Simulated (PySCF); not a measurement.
C₃H₇O₃, charge +1, singlet, at a GFN2-xTB geometry; DF-B3LYP/def2-SVP (PySCF).

The PySCF input:
```python
from pyscf import gto, scf, dft

mol = gto.Mole()
mol.atom = '''
    C     2.360326    0.210272    0.093005
    O     1.145518   -0.558204    0.155947
    C    -0.009516   -0.027151    0.004040
    O    -0.222121    1.231151   -0.218695
    O    -0.995689   -0.823112    0.084021
    C    -2.346230   -0.346871   -0.069314
    H     2.393938    0.961555    0.885014
    H     3.155591   -0.515634    0.258059
    H     2.490539    0.663286   -0.892214
    H     0.551928    1.820132   -0.275470
    H    -2.581966    0.389031    0.699833
    H    -2.486504    0.094279   -1.056440
    H    -2.972671   -1.228821    0.044652
'''
mol.basis = 'def2-svp'
mol.charge = 1
mol.spin = 0
mol.verbose = 5
mol.build()

mf = dft.RKS(mol)
mf.xc = 'b3lyp'
mf = mf.density_fit(auxbasis='def2-universal-jkfit')
mf.kernel()
```

It wrote (shortened):

```
PySCF version 2.14.0

[INPUT] verbose = 5
[INPUT] max_memory = 4000
[INPUT] num. atoms = 13
[INPUT] num. electrons = 48
[INPUT] charge = 1
[INPUT] spin (= nelec alpha-beta = 2S) = 0
[INPUT] symmetry False subgroup None
[INPUT] Mole.unit = angstrom
[INPUT] Symbol           X                Y                Z      unit          X                Y                Z       unit  Magmom
[...]
[INPUT] ---------------- BASIS SET ----------------
[INPUT] l, kappa, [nprim/nctr], expnt,             c_1 c_2 ...
[INPUT] C
[...]
                                186.29004992      0.040638409211
                                42.251176346      0.18025593888
                                11.676557932      0.46315121755
                                3.5930506482      0.44087173314
[...]
                                2.0103545142      0.21117025112
                                0.54771004707     0.51328172114
[...]
[INPUT] H
[...]
                                1.9622572         0.13796524
                                0.44453796        0.47831935
[...]
[INPUT] O
[...]
                                340.87010191      -0.03989003923
                                77.363135167      -0.17853911985
                                21.47964494       -0.46427684959
                                6.6589433124      -0.44309745172
[...]
                                3.863550544       0.23094120765
                                1.0480920883      0.51375311064
[...]
nuclear repulsion = 263.515924817212
number of shells = 57
number of NR pGTOs = 193
number of NR cGTOs = 119
basis = def2-svp
ecp = {}

******** <class 'pyscf.df.df_jk.DFRKS'> ********
method = DFRKS
initial guess = minao
damping factor = 0
level_shift factor = 0
DIIS = <class 'pyscf.scf.diis.CDIIS'>
diis_start_cycle = 1
diis_space = 8
diis_damp = 0
SCF conv_tol = 1e-09
SCF conv_tol_grad = None
SCF max_cycles = 50
direct_scf = False
XC library pyscf.dft.libxc version 7.1.2
    S. Lehtola, C. Steigemann, M. J. T. Oliveira, and M. A. L. Marques,  SoftwareX 7, 1–5 (2018)
XC functionals = b3lyp
    P. J. Stephens, F. J. Devlin, C. F. Chabalowski, and M. J. Frisch,  J. Phys. Chem. 98, 11623 (1994)
radial grids:
    Treutler-Ahlrichs [JCP 102, 346 (1995); DOI:10.1063/1.469408] (M4) radial grids

becke partition: Becke, JCP 88, 2547 (1988); DOI:10.1063/1.454033
pruning grids: <function nwchem_prune>
grids dens level: 3
symmetrized grids: False
atomic radii adjust function: <function treutler_atomic_radii_adjust>
small_rho_cutoff = 0
Set gradient conv threshold to 3.16228e-05
Initial guess from minao.
atom C rad-grids = 75, ang-grids = [ 50  50  50  50  50  50  50  50  50  50  50  50  50  50  50  50  50  50
  50  50  50  50  86  86  86  86  86  86  86  86  86  86 266 266 266 266
 266 266 302 302 302 302 302 302 302 302 302 302 302 302 302 302 302 302
 302 302 302 302 266 266 266 266 266 266 266 266 266 266 266 266 266 266
 266 266 266]
atom O rad-grids = 75, ang-grids = [ 50  50  50  50  50  50  50  50  50  50  50  50  50  50  50  50  50  50
  50  50  50  50  50  86  86  86  86  86  86  86  86  86 266 266 266 266
 266 266 266 302 302 302 302 302 302 302 302 302 302 302 302 302 302 302
 302 302 302 302 302 266 266 266 266 266 266 266 266 266 266 266 266 266
 266 266 266]
atom H rad-grids = 50, ang-grids = [ 50  50  50  50  50  50  50  50  50  50  50  50  50  50  50  86  86  86
  86 266 266 266 266 266 302 302 302 302 302 302 302 302 302 302 302 302
 302 266 266 266 266 266 266 266 266 266 266 266 266 266]
tot_boxes 3192, boxes in each direction [17 12 10]
Padding 0 grids
tot grids = 153256
nelec by numeric integration = 48.96824021156895
******** <class 'pyscf.df.df.DF'> ********
auxbasis = def2-universal-jkfit
num shells = 192, num cGTOs = 582
size of aux basis 582
int3c2e [1/1], AO [0:57], nrow = 7140
E1 = -987.8391237457125  E2 = 379.48009768980785  Ecoul = 423.90835440126557  Exc = -44.42825671145775
init E= -344.843101238693
cond(S) = 669.7011228159436
[...]
  mo_energy =
[...]
 -7.53454847e-02 -5.65350289e-02 -4.84047752e-02 -4.26843047e-02
 -2.42271852e-02 -2.23325517e-02 -8.73915652e-04  1.15155341e-01
  1.64102087e-01  1.76122744e-01  2.12143395e-01  2.45536486e-01
  2.61771367e-01  2.68809919e-01  2.75072848e-01  3.16276661e-01
  3.16886898e-01  3.28197341e-01  4.02741094e-01  4.05668840e-01
  4.53841195e-01  4.66189107e-01  4.77082361e-01  4.78187606e-01
  4.86373023e-01  5.00195722e-01  5.39349044e-01  6.12298054e-01
  7.07661880e-01  7.45456980e-01  7.61021490e-01  7.88117569e-01
  8.48405718e-01  8.64633852e-01  8.96257094e-01  1.00782722e+00
  1.06013301e+00  1.07503601e+00  1.11603105e+00  1.16080289e+00
  1.17505485e+00  1.22901970e+00  1.25592556e+00  1.30778185e+00
  1.31070778e+00  1.31193364e+00  1.33715147e+00  1.38173215e+00
  1.41340273e+00  1.48273909e+00  1.52794351e+00  1.54542467e+00
  1.55995872e+00  1.58500729e+00  1.61420871e+00  1.66135257e+00
  1.68877235e+00  1.69354249e+00  1.73690305e+00  1.74619617e+00
  1.76933003e+00  1.84283692e+00  1.88179338e+00  1.96105270e+00
  1.99543184e+00  2.01611501e+00  2.12732578e+00  2.14106946e+00
  2.18633572e+00  2.23629604e+00  2.45784216e+00  2.48302849e+00
  2.48889193e+00  2.51064282e+00  2.53380697e+00  2.57253519e+00
  2.60576487e+00  2.67976805e+00  2.68421327e+00  2.71125596e+00
  2.73009186e+00  2.80890885e+00  2.83553269e+00  2.90611601e+00
  2.97206225e+00  3.01838480e+00  3.11376877e+00  3.22278521e+00
  3.31596524e+00  3.53908383e+00  3.63712054e+00]
nelec by numeric integration = 47.999945045525216
E1 = -979.698790981856  E2 = 372.5092365679526  Ecoul = 416.8820692043615  Exc = -44.372832636408944
cycle= 10 E= -343.673629596692  delta_E= -4.85e-10  |g|= 9.47e-06  |ddm|= 4.07e-05
[...]
  mo_energy =
[-1.94426695e+01 -1.94268058e+01 -1.94201805e+01 -1.06310097e+01
 -1.04528464e+01 -1.04299757e+01 -1.40599239e+00 -1.30210881e+00
 -1.30120812e+00 -9.88740178e-01 -9.18033986e-01 -8.93734555e-01
 -7.90103487e-01 -7.66331894e-01 -7.57647988e-01 -6.85548827e-01
 -6.70516714e-01 -6.59100693e-01 -6.31680010e-01 -6.29764065e-01
 -5.76452170e-01 -5.75713182e-01 -5.64836814e-01 -5.31592460e-01
 -2.24699691e-01 -1.68319580e-01 -1.10472231e-01 -7.80743403e-02
 -7.53448835e-02 -5.65336873e-02 -4.84044557e-02 -4.26838767e-02
 -2.42263066e-02 -2.23314355e-02 -8.71620798e-04  1.15158450e-01
  1.64104618e-01  1.76125428e-01  2.12145114e-01  2.45538107e-01
  2.61772390e-01  2.68810620e-01  2.75075294e-01  3.16279592e-01
  3.16888276e-01  3.28198970e-01  4.02742888e-01  4.05669355e-01
  4.53841582e-01  4.66189839e-01  4.77082619e-01  4.78189278e-01
  4.86374428e-01  5.00197271e-01  5.39349978e-01  6.12299069e-01
  7.07664126e-01  7.45458620e-01  7.61023319e-01  7.88119235e-01
  8.48406977e-01  8.64635535e-01  8.96259405e-01  1.00782886e+00
  1.06013504e+00  1.07503786e+00  1.11603210e+00  1.16080444e+00
  1.17505653e+00  1.22902189e+00  1.25592724e+00  1.30778400e+00
  1.31071141e+00  1.31193350e+00  1.33715252e+00  1.38173449e+00
  1.41340464e+00  1.48274050e+00  1.52794379e+00  1.54542601e+00
  1.55995931e+00  1.58500881e+00  1.61421045e+00  1.66135422e+00
  1.68877320e+00  1.69354356e+00  1.73690482e+00  1.74619813e+00
  1.76933284e+00  1.84284009e+00  1.88179583e+00  1.96105367e+00
  1.99543387e+00  2.01611715e+00  2.12732599e+00  2.14107137e+00
  2.18633659e+00  2.23629781e+00  2.45784248e+00  2.48303031e+00
  2.48889473e+00  2.51064534e+00  2.53380941e+00  2.57253681e+00
  2.60576752e+00  2.67976940e+00  2.68421555e+00  2.71125785e+00
  2.73009349e+00  2.80891123e+00  2.83553576e+00  2.90611917e+00
  2.97206503e+00  3.01838745e+00  3.11377195e+00  3.22278849e+00
  3.31596813e+00  3.53908714e+00  3.63712363e+00]
nelec by numeric integration = 47.99994504550433
E1 = -979.6986649568873  E2 = 372.50911054298035  Ecoul = 416.88193361546485  Exc = -44.3728230724845
Extra cycle  E= -343.673629596695  delta_E= -3.64e-12  |g|= 8.52e-06  |ddm|= 1.62e-05
converged SCF energy = -343.673629596695
```
